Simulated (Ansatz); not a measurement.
Consider the cleavage of the Ge–Si bond: `[BH2][GeH2][SiH2]C` + HCl → `[BH2][GeH2][Cl]` + `C[SiH3]`.

Isolated molecules relaxed with PBE0-D4/def2-TZVP in Ansatz; ΔE leaves out vibrations. CCSD(T)/CBS is the MP2 limit (def2-TZVPP, def2-QZVPP) plus CCSD(T) − MP2 in def2-TZVPP, frozen cores. This one scheme is used for every species. DFT in def2-TZVPP. HSE06 is defined as in plane-wave codes. For Ge outer-core shells are correlated without core-valence functions, which leaves a few kJ/mol of doubt a bond. Scalar relativity is left out up to krypton. One conformer a species, not always the lowest.

(1) Is it downhill or uphill in electronic energy at CCSD(T)/CBS, and by how much? (An estimate is asked.)

(2) What do these levels give: HSE06-D4, PBE-QIDH, revPBE, CCSD(T)/def2-SVP, MP2/def2-TZVPP, CCSD(T)/def2-TZVPP? (Estimate.)

Largest T1 diagnostic among the species: 0.012.

## Answers

(1) Computed: Downhill: ΔE = -47.0 kJ/mol.

(2) Computed: HSE06-D4 -43.4, PBE-QIDH -51.4, revPBE -44.8, CCSD(T)/def2-SVP -50.8, MP2/def2-TZVPP -51.9, CCSD(T)/def2-TZVPP -48.7 kJ/mol.

At CCSD(T), def2-SVP lies −3.8 kJ/mol from the extrapolated value and def2-TZVPP −1.8 kJ/mol. Leaving LDA and LC-ωPBE aside and taking each functional with its dispersion term where it has one, the values, not all of them listed here, spread over 23.5 kJ/mol, from BHLYP-D4 to PBE-D4. LDA lies +10.1 kJ/mol from PBE without D4.
